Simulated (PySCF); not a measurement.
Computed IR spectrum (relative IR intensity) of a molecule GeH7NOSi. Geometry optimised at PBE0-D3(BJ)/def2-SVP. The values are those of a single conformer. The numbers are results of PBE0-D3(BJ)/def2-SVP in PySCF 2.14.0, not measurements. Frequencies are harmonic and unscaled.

Lines under 2 % of the strongest are left out, and lines within 2 cm⁻¹ are merged.

```
ν (cm⁻¹)  relative intensity
--------  ------------------
241                      3.8
420                       55
557                      5.4
561                      4.7
647                       11
658                       11
800                      6.1
854                      100
866                       16
874                       11
877                      9.1
905                       15
939                       42
957                       21
1023                      75
1548                      10
2154                      43
2184                      25
2228                      41
2233                      21
3611                     7.3
3709                     7.8
```

Problem. Which structure fits?
A) N[SiH2][O][GeH3]
B) [NH2][Ge@H]([OH])[SiH3]
C) N[Si@H](O)[GeH3]
D) O[SiH2][NH][GeH3]

Solution. A, N[SiH2][O][GeH3]
